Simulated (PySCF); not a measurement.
Compound: C₃H₅Cl₃O₂Si.
Numbering: `[O:1]=[C:2]([CH2:3][C:4]([Cl:5])([Cl:6])[Cl:7])[O:8][SiH3:9]` (hydrogens: H10, H11 on C3; H12, H13, H14 on Si9)

The same species was optimised twice, with GFN2-xTB and with PBE0-D3(BJ)/def2-SVP (PySCF), and the same property calculations (PySCF, gas phase) were run on both structures.

```tsv
coordinate	GFN2-xTB	PBE0-D3(BJ)/def2-SVP	change
O8–Si9 (Å)	1.676	1.723	+0.047
C2–O8 (Å)	1.309	1.326	+0.017
C2–C3 (Å)	1.530	1.514	-0.016
O1=C2 (Å)	1.199	1.204	+0.005
C3–C4 (Å)	1.516	1.521	+0.005
C4–Cl5 (Å)	1.778	1.781	+0.003
C4–Cl6 (Å)	1.785	1.787	+0.002
C4–Cl7 (Å)	1.773	1.773	0.000
C2–O8–Si9 (°)	123.2	117.9	-5.3
C2–C3–C4 (°)	114.7	117.8	+3.1
C3–C4–Cl6 (°)	109.3	107.8	-1.5
O1–C2–O8 (°)	123.7	122.9	-0.8
Cl5–C4–Cl7 (°)	109.0	109.8	+0.8
C3–C2–O8 (°)	114.4	115.1	+0.7
C3–C4–Cl5 (°)	110.6	109.9	-0.7
Cl5–C4–Cl6 (°)	108.1	108.7	+0.6
O1–C2–C3–C4 (°)	151	149	-2
C2–C3–C4–Cl5 (°)	-51	-52	-1
O1–C2–O8–Si9 (°)	-2	-3	-1
```

Rotational constants: A = 1477, B = 535.2, C = 503.7 MHz (GFN2-xTB) against A = 1478, B = 511.1, C = 483.5 MHz (PBE0-D3(BJ)/def2-SVP). Point groups within 0.08 Å: C1 and C1.

On the GFN2-xTB structure: HOMO (eV) -8.53 [PBE0/pcSseg-1]; LUMO (eV) -0.87 [PBE0/pcSseg-1]; dipole (D) 1.39 [PBE0/pcSseg-1]; GIAO shielding of O1 (ppm) -126.2 [PBE0/pcSseg-1]; GIAO shielding of C2 (ppm) 15.6 [PBE0/pcSseg-1]; GIAO shielding of C3 (ppm) 123.3 [PBE0/pcSseg-1]; GIAO shielding of C4 (ppm) 67.6 [PBE0/pcSseg-1]; GIAO shielding of Cl5/Cl6/Cl7 (mean) (ppm) 464.0 [PBE0/pcSseg-1]; GIAO shielding of O8 (ppm) 143.8 [PBE0/pcSseg-1]; GIAO shielding of Si9 (ppm) 387.2 [PBE0/pcSseg-1].

Task: What do these properties become on the PBE0-D3(BJ)/def2-SVP structure?

Result: 
```
                                    property          level  on GFN2-xTB  on PBE0-D3(BJ)/def2-SVP  change
                                   HOMO (eV)  PBE0/pcSseg-1        -8.53                    -8.64   -0.11
                                   LUMO (eV)  PBE0/pcSseg-1        -0.87                    -1.00   -0.13
                                  dipole (D)  PBE0/pcSseg-1         1.39                     1.19   -0.20
energy, GFN2-xTB geometry as zero (kcal/mol)  PBE0/pcSseg-1          0.0                     -3.0    -3.0
                  GIAO shielding of O1 (ppm)  PBE0/pcSseg-1       -126.2                   -134.1    -7.9
                  GIAO shielding of C2 (ppm)  PBE0/pcSseg-1         15.6                     12.8    -2.8
                  GIAO shielding of C3 (ppm)  PBE0/pcSseg-1        123.3                    122.5    -0.8
                  GIAO shielding of C4 (ppm)  PBE0/pcSseg-1         67.6                     67.0    -0.6
  GIAO shielding of Cl5/Cl6/Cl7 (mean) (ppm)  PBE0/pcSseg-1        464.0                    464.3    +0.3
                  GIAO shielding of O8 (ppm)  PBE0/pcSseg-1        143.8                    131.9   -11.9
                 GIAO shielding of Si9 (ppm)  PBE0/pcSseg-1        387.2                    382.9    -4.3
```

The heavy atoms differ by 0.094 Å rms after alignment. Among bonds between heavy atoms O8–Si9 changes most (+0.047 Å). Changes are differences of the printed values. Neither structure is proved a minimum here.

Shape of the structure used: `[O:1]=[C:2]([CH2:3][C:4]([Cl:5])([Cl:6])[Cl:7])[O:8][SiH3:9]`: O1–C2–C3–C4 149°, C2–C3–C4–Cl5 -52°, O1–C2–O8–Si9 -3°.
